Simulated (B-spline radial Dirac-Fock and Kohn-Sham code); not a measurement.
# Kohn-Sham estimates against Dirac-Fock for the levels of Tc²⁸⁺

System: the Tc²⁸⁺ ion, configuration [Ne] 3s2 3p3.

The density-functional columns are spherical, spin-unpolarised Dirac-Kohn-Sham results without Breit or QED terms: −ε is minus the orbital energy of the initial state and ΔSCF the difference of two total energies. The reference in the last column comes from Dirac-Fock energy differences between relaxed states, corrected for Breit and QED terms. All numbers are from an atomic code on a B-spline grid, in eV; a selection of levels is shown. For the 1s level of heavy atoms much of the gap between ΔSCF and the reference is the Breit and QED part, -59.1 eV here; for other levels the error of the functional can be larger.

```
level   LDA −ε  LDA ΔSCF  Dirac-Fock
    K  22223.4   22536.1     22483.2
   L1   4314.6    4389.5      4424.4
   L3   3978.5    4063.9      4062.3
   M1   1618.4    1649.5      1650.5
 M2,3   1523.8    1556.0      1552.8
```

Values without a named source are computed, but for edge energies of neutral atoms, which are taken from tables.
